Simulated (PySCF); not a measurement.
dimethyl selenide (C2H6Se), SMILES C[Se]C.

The structure is a stationary point at PBE-D3(BJ)/def2-SVP.

Two levels are set side by side: PBE/def2-TZVPD (PySCF) and HF/def2-TZVPD (PySCF). Same geometry, gas phase. Differences are taken from unrounded values.

```json
[
 {"quantity": "orbital gap (eV)", "HF": "10.22", "PBE": "4.14", "PBE minus HF": "-6.08"},
 {"quantity": "highest occupied level (eV)", "HF": "-8.65", "PBE": "-4.92", "PBE minus HF": "3.73"},
 {"quantity": "lowest empty level (eV)", "HF": "1.57", "PBE": "-0.79", "PBE minus HF": "-2.35"},
 {"quantity": "dipole moment (D)", "HF": "1.69", "PBE": "1.46", "PBE minus HF": "-0.23"},
 {"quantity": "mean polarisability (bohr³)", "HF": "55.7", "PBE": "59.5", "PBE minus HF": "3.8"}
]
```

PBE's occupied levels lie high since its potential decays too fast outside the molecule; exact exchange lowers them and widens the gap. Loosely held outer electrons make PBE densities more polarisable. Differences between two approximate levels are no errors against the true value.

Rough cost on one machine, each run with all the roots and properties that it gave: HF against PBE about 1/3.
